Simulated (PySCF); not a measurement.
## Spinor energies of Tl (thallium, neutral)

Start: [Xe] 4f14 5d10 6s2 6p1; 6p3/2 filled at m_j = +3/2. Calculated with PySCF 2.14 in x2c-QZVPPall-2c (16s16p12d7f1g, 182 functions): generalised Hartree-Fock with the X2C-1e Hamiltonian and a Gaussian nucleus; one run each with spin-orbit coupling (SO) screened by Boettger's factors, then bare. This is a chosen level, not necessarily the ground level.

```tsv
spinor shell	electrons	ε, screened SO (eV)	ε, bare SO (eV)	weight of nominal j (bare SO)	rms radius, bare SO (bohr)
1s1/2	2	-85981.4	-85979.1	1.000	0.0184
2s1/2	2	-15461.6	-15460.8	1.000	0.0743
2p1/2	2	-14818.2	-14865.0	1.000	0.0626
2p3/2	4	-12746.7	-12732.6	1.000	0.0711
3s1/2	2	-3761.5	-3761.3	1.000	0.189
3p1/2	2	-3472.3	-3482.6	1.000	0.181
3d3/2	4	-2533.2	-2541.9	1.000	0.173
3d5/2	6	-2433.5	-2428.0	1.000	0.178
4s1/2	2	-878.11	-878.04	1.000	0.416
4p1/2	2	-752.29	-754.87	1.000	0.419
4p3/2	4	-637.06	-636.26	1.000	0.455
4d3/2	4	-431.60	-433.55	1.000	0.464
4d5/2	6	-409.46	-408.25	1.000	0.477
5s1/2	2	-153.01	-153.01	1.000	0.942
4f5/2	6	-141.63	-143.10	1.000	0.505
4f7/2	8	-136.79	-135.69	1.000	0.514
5p1/2	2	-108.68	-109.17	1.000	1.01
5p3/2	4	-87.710	-87.566	1.000	1.11
5d3/2	4	-24.640	-24.875	1.000	1.44
5d5/2	6	-22.179	-22.049	1.000	1.51
6s1/2	2	-12.365	-12.370	0.999	2.76
6p3/2	1	-4.854	-4.851	1.000	4.32
```

(1) Where does 3p3/2 lie, and what is the 3p spin-orbit splitting (bare SO)?

```tsv
quantity	screened SO	bare SO
E (hartree)	-20265.53204	-20267.66210
M_J	3/2	3/2
⟨J²⟩	3.760	3.760
⟨L²⟩	2.203	2.221
⟨S²⟩	0.951	0.969
```

Each row is a mean over spinors that exchange with the open shell spreads, by up to 1.195 eV (6s1/2).

Breit and QED terms are absent; they matter most for the inner s and p1/2 levels.

Densities and radii are taken from the X2C orbitals without a picture-change correction, which distorts them close to the nucleus.

Results:

(1) At -3001.7 eV, 480.94 eV above 3p1/2.
